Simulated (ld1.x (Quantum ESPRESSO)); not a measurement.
# Configuration tests for Mo (TM)

```json
{
  "Element": "molybdenum",
  "Generator": "ld1.x (Quantum ESPRESSO) 7.5",
  "Type": "norm-conserving Troullier–Martins (Kleinman–Bylander form)",
  "Functional": "PBEsol",
  "Relativity": "scalar-relativistic",
  "Frozen core": "[Ar] 3d10",
  "Valence charge": "14",
  "Reference configuration": "4s2 4p6 4d5 5s0.5 5p0.5",
  "Partial waves": "4s (bound): rc 1.10 bohr; 4p (bound): rc 1.35 bohr; 4d (bound): rc 1.85 bohr",
  "Local potential": "all-electron potential smoothed inside 1.65 bohr (lloc = -1)",
  "Core correction": "none"
}
```

Occupied shells without a wave of their own: 5p, 5s. They enter only through the test configuration that unscreens the potential.

Energies are relative to the spin-unpolarised reference configuration 4s2 4p6 4d5 5s0.5 5p0.5; without spin polarisation the order of configurations can differ from experiment. The frozen-core shift is the all-electron ΔE with the core orbitals held at their reference shape minus the fully relaxed ΔE.

```tsv
valence configuration	charge	ΔE all-electron (eV)	error AE − PS (meV)	frozen-core shift (meV)
4s2 4p6 4d5 5s1 5p0	0	-1.574	-36	-0.3
4s2 4p6 4d5 5s0 5p0	+1	5.331	+67	+1.3
4s2 4p6 4d4 5s0 5p0	+2	20.786	+106	-0.2
4s2 4p6 4d5.5 5s0.5 5p0	0	-1.287	+3.9	+1.0
4s2 4p5 4d5 5s1 5p0	+1	42.369	-86	+18
4s2 4p6 4d3 5s0 5p0	+3	47.510	+154	-0.6
```

**Question.** What are ΔE and the potential's error for 4s2 4p6 4d6 5s0 5p0?

**Answer.** ΔE = -0.800 eV all-electron; the error (AE − PS) is +37 meV.

Levels in the configuration 4s2 4p6 4d5 5s0 5p0:

```
level  all-electron (eV)  pseudo (eV)
   4s            -71.054      -71.015
   4p            -45.246      -45.206
   4d            -10.414      -10.379
```

ld1.x printed “convergence not achieved” for 6 of the counted tests; their residual had stalled under 1e-8, short of the target of 1e-14. A variational frozen-core shift is positive and of second order in the change. This column holds negative values, so the frozen-core run of ld1.x carries numerical noise or an error of first order here, and the column gives no more than the rough size of the effect.
